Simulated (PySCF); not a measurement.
C$_{5}$H$_{11}$Al (SMILES C=[CH][Al]([CH3])[CH2]C), singlet, geometry from GFN2-xTB (such geometries of metal compounds can be far from the true shape), atoms displaced at random by about 0.08 Å a coordinate; HF/STO-3G, gradient by finite differences run with PySCF.

Here is a job for PySCF.
```python
from pyscf import gto, scf

mol = gto.M(
    atom='''
Al   -0.24823418    0.15099669    0.67922416
C    -0.46843715    0.35161203    2.43406302
H    -1.02559963   -0.51494184    2.99642447
H    -1.08227182    1.24662989    2.96288039
H     0.49943738    0.26138231    2.97132034
C     1.16040009    1.05791366   -0.43786353
C     2.24656978    0.06422330   -0.99619959
H     1.95377436    1.60361816    0.22619863
H     0.99749192    1.44573036   -1.21120357
H     1.90966951   -0.92946712   -1.60783349
H     2.68897982   -0.72267984    0.08797377
H     3.23432710    0.43443804   -1.46969777
C    -1.64991160   -0.71416232   -0.46255739
C    -1.51481117   -0.80066727   -1.86552351
H    -2.61508685   -1.28394134   -0.12953446
H    -2.42096101   -1.45246182   -2.43283338
H    -0.76825542   -0.21067051   -2.37900666
''',
    basis='sto-3g',
    verbose=4,
)

mf = scf.RHF(mol)
mf.conv_tol = 1e-11
mf.kernel()
scan, done = mf.as_scanner(), []
scan.scf_summary = {}
def energy(d):
    c = mol.atom_coords()
    c[7, 1] += d
    e = scan(mol.set_geom_(c, unit='Bohr', inplace=False))
    done.append(scan.converged)
    return e
h = 1e-3
fd = (energy(h) - energy(-h)) / (2 * h)
print('dE/dx =', fd)
```

What does PySCF print? Leave out banner, timings and long lists.


```
PySCF version 2.14.0

[INPUT] verbose = 4
[INPUT] num. atoms = 17
[INPUT] num. electrons = 54
[INPUT] charge = 0
[INPUT] spin (= nelec alpha-beta = 2S) = 0
[INPUT] symmetry False subgroup None
[INPUT] Mole.unit = angstrom
[INPUT] Symbol           X                Y                Z      unit          X                Y                Z       unit  Magmom
[...]
nuclear repulsion = 260.4232753591
number of shells = 31
number of NR pGTOs = 135
number of NR cGTOs = 45
basis = sto-3g
ecp = {}

******** <class 'pyscf.scf.hf.RHF'> ********
method = RHF
initial guess = minao
damping factor = 0
level_shift factor = 0
DIIS = <class 'pyscf.scf.diis.CDIIS'>
diis_start_cycle = 1
diis_space = 8
diis_damp = 0
SCF conv_tol = 1e-11
SCF conv_tol_grad = None
SCF max_cycles = 50
direct_scf = True
direct_scf_tol = 1e-13
Set gradient conv threshold to 3.16228e-06
Initial guess from minao.
init E= -432.13926871586
[...]
cycle= 1 E= -432.162796401169  delta_E= -0.0235  |g|= 0.333  |ddm|= 4.69
[...]
cycle= 2 E= -432.208371444889  delta_E= -0.0456  |g|= 0.128  |ddm|= 0.651
[...]
cycle= 3 E= -432.21346996206  delta_E= -0.0051  |g|= 0.0507  |ddm|= 0.212
[...]
cycle= 4 E= -432.214499322504  delta_E= -0.00103  |g|= 0.0112  |ddm|= 0.0877
[...]
cycle= 5 E= -432.214542103917  delta_E= -4.28e-05  |g|= 0.00265  |ddm|= 0.0166
[...]
cycle= 6 E= -432.214546812979  delta_E= -4.71e-06  |g|= 0.00122  |ddm|= 0.00574
[...]
cycle= 7 E= -432.214547860406  delta_E= -1.05e-06  |g|= 0.000297  |ddm|= 0.00334
[...]
cycle= 8 E= -432.214547922726  delta_E= -6.23e-08  |g|= 5.45e-05  |ddm|= 0.000859
[...]
cycle= 9 E= -432.214547924759  delta_E= -2.03e-09  |g|= 1.05e-05  |ddm|= 0.000145
[...]
cycle= 10 E= -432.214547924843  delta_E= -8.37e-11  |g|= 2.91e-06  |ddm|= 2.71e-05
[...]
cycle= 11 E= -432.214547924852  delta_E= -9.55e-12  |g|= 7.58e-07  |ddm|= 8.31e-06
[...]
Extra cycle  E= -432.214547924854  delta_E= -1.48e-12  |g|= 3.74e-07  |ddm|= 1.47e-06
converged SCF energy = -432.214547924854
Create scanner for <class 'pyscf.scf.hf.RHF'>

WARN: Mole.unit (angstrom) is changed to Bohr

New geometry
   1 Al    -0.248234180000   0.150996690000   0.679224160000 AA   -0.469094614956   0.285342389816   1.283547639588 Bohr
   2 C     -0.468437150000   0.351612030000   2.434063020000 AA   -0.885217920072   0.664450438802   4.599712477732 Bohr
   3 H     -1.025599630000  -0.514941840000   2.996424470000 AA   -1.938102414155  -0.973099047680   5.662421601245 Bohr
[...]
converged SCF energy = -432.214550119217
[...]
   6 C      1.160400090000   1.057913660000  -0.437863530000 AA    2.192838365021   1.999167080836  -0.827442151635 Bohr
   7 C      2.246569780000   0.064223300000  -0.996199590000 AA    4.245401603924   0.121364447816  -1.882544390504 Bohr
   8 H      1.953774360000   1.603088982789   0.226198630000 AA    3.692098449597   3.029399130779   0.427453460452 Bohr
   9 H      0.997491920000   1.445730360000  -1.211203570000 AA    1.884986540267   2.732034430369  -2.288843028395 Bohr
  10 H      1.909669510000  -0.929467120000  -1.607833490000 AA    3.608752362332  -1.756438298588  -3.038364950004 Bohr
  11 H      2.688979820000  -0.722679840000   0.087973770000 AA    5.081435414282  -1.365666973344   0.166246331445 Bohr
  12 H      3.234327100000   0.434438040000  -1.469697770000 AA    6.111992416259   0.820968913693  -2.777326271184 Bohr
  13 C     -1.649911600000  -0.714162320000  -0.462557390000 AA   -3.117881053743  -1.349571193284  -0.874106783994 Bohr
  14 C     -1.514811170000  -0.800667270000  -1.865523510000 AA   -2.862578241732  -1.513041857203  -3.525328512837 Bohr
  15 H     -2.615086850000  -1.283941340000  -0.129534460000 AA   -4.941797938452  -2.426297492607  -0.244784653093 Bohr
  16 H     -2.420961010000  -1.452461820000  -2.432833380000 AA   -4.574953267150  -2.744755046187  -4.597388794900 Bohr
  17 H     -0.768255420000  -0.210670510000  -2.379006660000 AA   -1.451792337513  -0.398109566422  -4.495671035916 Bohr

******** <class 'pyscf.scf.hf.RHF_Scanner'> ********
method = RHF_Scanner
initial guess = minao
damping factor = 0
level_shift factor = 0
DIIS = <class 'pyscf.scf.diis.CDIIS'>
diis_start_cycle = 1
diis_space = 8
diis_damp = 0
SCF conv_tol = 1e-11
SCF conv_tol_grad = None
SCF max_cycles = 50
direct_scf = True
direct_scf_tol = 1e-13
Set gradient conv threshold to 3.16228e-06
init E= -432.214693178405
[...]
cycle= 1 E= -432.214545573581  delta_E= 0.000148  |g|= 9.83e-05  |ddm|= 0.000708
[...]
cycle= 2 E= -432.214545578646  delta_E= -5.06e-09  |g|= 2.99e-05  |ddm|= 0.000172
[...]
cycle= 3 E= -432.214545579126  delta_E= -4.8e-10  |g|= 8.74e-06  |ddm|= 5.84e-05
[...]
cycle= 4 E= -432.214545579162  delta_E= -3.64e-11  |g|= 1.91e-06  |ddm|= 1.73e-05
[...]
cycle= 5 E= -432.214545579166  delta_E= -3.18e-12  |g|= 7.22e-07  |ddm|= 3.31e-06
[...]
Extra cycle  E= -432.214545579163  delta_E= 2.73e-12  |g|= 4.67e-07  |ddm|= 1.37e-06
converged SCF energy = -432.214545579163
dE/dx = -0.00227002686870037
```
